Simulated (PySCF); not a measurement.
A homologous series of growing length: n-germane mercapto/mercapto. All species are isolated molecules in the gas phase. One relaxed conformer stands for each flexible species; it need not be the lowest. Strings in code marks are SMILES.

The LUMO from two functionals at the same geometries (B3LYP-D3(BJ)/def2-SVP), both in PySCF: PBE-D3(BJ)/def2-TZVP and r2SCAN-D4/def2-TZVP. 

```json
[
 {"species": "n = 1 (`[SH][GeH2][SH]` (H–S–Ge–S torsion -140°, S–Ge–S–H torsion -140°))", "PBE-D3(BJ)/def2-TZVP (eV)": "-1.41"},
 {"species": "n = 2 (`[SH][GeH2][GeH2][SH]`)", "PBE-D3(BJ)/def2-TZVP (eV)": "-1.76"},
 {"species": "n = 3 (`[SH][GeH2][GeH2][GeH2][SH]`)", "PBE-D3(BJ)/def2-TZVP (eV)": "-2.02"},
 {"species": "n = 4 (`[SH][GeH2][GeH2][GeH2][GeH2][SH]`)", "PBE-D3(BJ)/def2-TZVP (eV)": "-2.07"}
]
```

Problem. What does r2SCAN-D4/def2-TZVP give for each?

Solution. 
- n = 1 (`[SH][GeH2][SH]` (H–S–Ge–S torsion -140°, S–Ge–S–H torsion -140°)): -1.14
- n = 2 (`[SH][GeH2][GeH2][SH]`): -1.56
- n = 3 (`[SH][GeH2][GeH2][GeH2][SH]`): -1.85
- n = 4 (`[SH][GeH2][GeH2][GeH2][GeH2][SH]`): -1.91
Over these rows, drawn at random from the members with no instability flagged (it was tested for open shells, ions and some series alone), PBE minus r2SCAN-D4: mean -0.20 eV, from -0.28 eV to -0.16 eV.
